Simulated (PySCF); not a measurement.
**¹⁹F chemical shifts**

PySCF calculation with GFN2-xTB geometry and PBE0/pcSseg-1 with gauge-including orbitals; single conformer, no solvent model, non-relativistic Hamiltonian, one averaged value for each set of equivalent atoms.

Shieldings were converted by a linear fit to measured shifts: ¹⁹F (scatter 6.0 ppm rms, 7.0 ppm with the 5 outliers that the fit left out vs CFCl3, solution or neat liquid, with a term for F on sp3 carbon). Occasional misses reach two or three times the rms, and more in compound classes unlike the fitted ones.

(1) Give the ¹⁹F shifts of `F/C(=C/[SiH2]O[SiH3])[SiH2]C[SiH3]`, `FC/C=C\C#CC(F)(F)F`.

(2) Match the shifts -43.5, -160.3, -197.3 ppm to `Cc1cocc(F)c1=O`, `O=C[SiH2]/C(F)=C\[SiH2]O[SiH3]`, `O=[S@@]1C=CCC[C@H]1F`.

Results:

(1) 
| compound | environment | δ (ppm) |
| --- | --- | --- |
| F/C(=C/[SiH2]O[SiH3])[SiH2]C[SiH3] | vinylic fluorine | -38.8 |
| [F:1][CH2:2]/[CH:3]=[CH:4]\[C:5]#[C:6][C:7]([F:8])([F:9])[F:10] | F8/9/10: fluorine of a CF3 group (×3) | -49.8 |
| [F:1][CH2:2]/[CH:3]=[CH:4]\[C:5]#[C:6][C:7]([F:8])([F:9])[F:10] | F1: fluorine on an sp3 carbon | -226.6 |

(2) -43.5: O=C[SiH2]/C(F)=C\[SiH2]O[SiH3] (vinylic fluorine); -160.3: Cc1cocc(F)c1=O (fluorine on an unsaturated ring); -197.3: O=[S@@]1C=CCC[C@H]1F (fluorine on an sp3 carbon).
